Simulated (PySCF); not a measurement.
C₃H₂FIO.
Numbering: `[O:1]=[CH:2]/[CH:3]=[C:4](/[F:5])[I:6]` (hydrogens: H7 on C2; H8 on C3)

Computed by this run: PBE0-D3(BJ)/def2-SVP geometry optimisation, gas phase, def2 core potentials past Kr (PySCF); density fitting, grid level 1; the optimiser is geomeTRIC in internal coordinates, started from a GFN2-xTB structure with every atom displaced at random (about 0.01 Å).

Step 2: E = -15992.8710 eV
```
atom  x, y, z in Å  |  force x, y, z in eV/Å
O1     -2.1483   -0.6479    0.8789    0.092   0.082   0.095
C2     -1.2487    0.0389    0.4627    0.067   0.115  -0.138
C3      0.1158   -0.4732    0.2761   -0.010  -0.449  -0.384
C4      1.0913    0.0553   -0.4757    0.214   0.316   0.369
F5      2.2349   -0.5694   -0.6708   -0.268  -0.070   0.031
I6      1.1336    1.9680   -1.3205   -0.120   0.002  -0.062
H7     -1.4130    1.1031    0.1611   -0.007   0.008   0.009
H8      0.2899   -1.4936    0.6325    0.031  -0.005   0.080
```

Step 3: E = -15992.8971 eV
```
atom  x, y, z in Å  |  force x, y, z in eV/Å
O1     -2.1364   -0.6081    0.8983   -0.223   0.011  -0.013
C2     -1.2370    0.0411    0.4292    0.249   0.001   0.421
C3      0.1117   -0.5127    0.2582   -0.026   0.028  -0.346
C4      1.0998    0.0674   -0.4345    0.017  -0.061  -0.048
F5      2.2342   -0.5567   -0.6588    0.010   0.056   0.100
I6      1.0676    1.9662   -1.3139    0.017   0.003   0.003
H7     -1.3691    1.1134    0.1414   -0.037  -0.050  -0.134
H8      0.2846   -1.5295    0.6244   -0.008   0.012   0.017
```

Step 4: E = -15992.9032 eV
```
atom  x, y, z in Å  |  force x, y, z in eV/Å
O1     -2.1621   -0.5490    0.9397    0.199  -0.246   0.091
C2     -1.2270    0.0281    0.4456   -0.116   0.366  -0.123
C3      0.1056   -0.5435    0.2187   -0.313  -0.095   0.168
C4      1.0984    0.0723   -0.4325   -0.032  -0.113  -0.071
F5      2.2474   -0.5325   -0.6188    0.125   0.083  -0.027
I6      1.0392    1.9725   -1.3101    0.066  -0.035   0.027
H7     -1.3379    1.0882    0.1090    0.037   0.046  -0.037
H8      0.2918   -1.5551    0.5926    0.035  -0.005  -0.027
```

Task: Estimate the geometry and energy of step 5. (The exact step hangs on the optimiser's Hessian estimate; all steps are aligned on step 4, rigid shifts and turns removed.)

Result: E = -15992.9083 eV, largest force 0.466 eV/Å
```
atom  x, y, z in Å  |  force x, y, z in eV/Å
O1     -2.1118   -0.5712    0.9850   -0.136   0.157   0.153
C2     -1.2277    0.0494    0.4502   -0.058  -0.366  -0.282
C3      0.0871   -0.5462    0.1908    0.057   0.217   0.059
C4      1.0927    0.0615   -0.4490    0.018   0.021   0.119
F5      2.2575   -0.5245   -0.5869    0.102  -0.045  -0.124
I6      1.0638    1.9725   -1.3007    0.029  -0.002  -0.019
H7     -1.3755    1.0947    0.0806    0.018   0.004   0.103
H8      0.2694   -1.5551    0.5742   -0.030   0.014  -0.008
```

The energy changes by -0.0051 eV. The first-order estimate −F·Δx gives -0.0334 eV and the mean of the old and new forces, exact on a quadratic surface, -0.0049 eV. The step makes an angle of 63° with the force vector and moves no atom by more than 0.071 Å.

The cost below is that of the whole optimisation. Hardware: one thread, AMD EPYC 9R45 (x86_64), shared host. Cost: 31 s wall, 0.45 GiB resident at most.
